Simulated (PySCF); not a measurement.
Mapped SMILES: `[CH2:1]=[CH:2][C@H:3]([O:4][SiH2:5][C:6]#[N:7])[CH:8]([CH3:9])[CH3:10]`; H(Xn) means a hydrogen on atom n. Ha(C1) is cis to C3; Ha(Si5) is pro-R; Hb(Si5) is pro-S; Hb(C1) is trans to C3.

- GFN2-xTB structure
- GIAO PBE0/pcSseg-1 shieldings
- code: PySCF 2.14.0 with density-fitted response routines
- gas phase, relativity neglected, one averaged value for each set of equivalent atoms, one computed conformer

References, each an isolated molecule treated in the same way: ¹³C (σ = 186.93 ppm), ¹H (σ = 31.72 ppm), ²⁹Si (σ = 349.16 ppm) vs TMS; ¹⁷O (σ = 336.08 ppm) vs H2O; ¹⁵N (σ = 267.73 ppm) vs NH3.

| atoms | nucleus | count | δ (ppm) |
| --- | --- | --- | --- |
| H(C2) | ¹H | 1 | 6.09 |
| N7 | ¹⁵N | 1 | 362.2 |
| Ha(C1) | ¹H | 1 | ? |
| O4 | ¹⁷O | 1 | ? |
| C2 | ¹³C | 1 | 147.2 |
| Ha(Si5) | ¹H | 1 | 4.99 |
| C10 | ¹³C | 1 | ? |
| Si5 | ²⁹Si | 1 | ? |
| C8 | ¹³C | 1 | ? |
| H(C3) | ¹H | 1 | ? |
| H(C10) | ¹H | 3 | 1.10 |
| H(C9) | ¹H | 3 | 0.87 |
| C9 | ¹³C | 1 | 20.9 |
| H(C8) | ¹H | 1 | 1.58 |
| C6 | ¹³C | 1 | 125.0 |
| Hb(C1) | ¹H | 1 | 5.72 |
| Hb(Si5) | ¹H | 1 | 4.83 |
| C3 | ¹³C | 1 | 88.7 |
| C1 | ¹³C | 1 | 128.2 |

Task: Fill in the missing shifts.

Result: 
- C8: 38.5 ppm, sp3 CH; a saturated carbon with 3 carbon neighbours and no heteroatom attached
- C10: 21.5 ppm, methyl carbon; saturated and bonded to C and H only
- Ha(C1): 5.72 ppm, hydrogen on a terminal =CH2 carbon; a vinylic proton, deshielded by the sp2 carbon and the C=C anisotropy
- H(C3): 3.30 ppm, hydrogen on an allylic sp3 CH bonded to O; its carbon carries O, an electronegative neighbour
- O4: 53.0 ppm, oxygen bonded to C, Si
- Si5: -62.5 ppm, silicon bonded to C, O, 2 H

Shifts are as computed. Against solution values, carbons near 30 ppm lie about +3 ppm off and those near 130 ppm about +5 ppm. Of 1211 compounds with measured shifts, 218 miss one by over three times the rms of a fit or turn the order of signals round; such compounds aren't used in these exercises. Experimental scales use liquid or dissolved standards, which lie at an offset from isolated NH3 (liquid NH3: subtract about 20 ppm) and H2O (liquid H2O: subtract about 36 ppm). Unscaled 15N shifts of sp2 nitrogen come out 20 to 40 ppm too high even then.
